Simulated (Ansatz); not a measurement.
Cartesian coordinates (Å):
SMILES: CC#[C-]
```xyz
6

C      2.2165    -0.0001    -0.0421
C      0.9786     0.0000    -0.0186
C     -0.4813     0.0000     0.0091
H     -0.9203    -0.5896    -0.8105
H     -0.8871    -0.4221     0.9415
H     -0.9064     1.0117    -0.0795
```
Charge -1, spin multiplicity 1.

Calculation: frozen-core CCSD(T)/aug-cc-pVTZ // PBE0-D3(BJ)/def2-TZVPD in Ansatz (an electronic-structure program).

| Property | Result |
|---|---|
| HF energy | -115.28218 Ha |
| MP2 correlation energy | -0.49657 Ha |

Estimate the CCSD correlation energy, the (T) correction, the total energy and the T1 diagnostic.


| Item | Value |
|---|---|
| CCSD correlation energy | -0.51269 Ha |
| (T) correction | -0.02753 Ha |
| CCSD(T) total energy | -115.82240 Ha |
| T1 diagnostic | 0.015 |
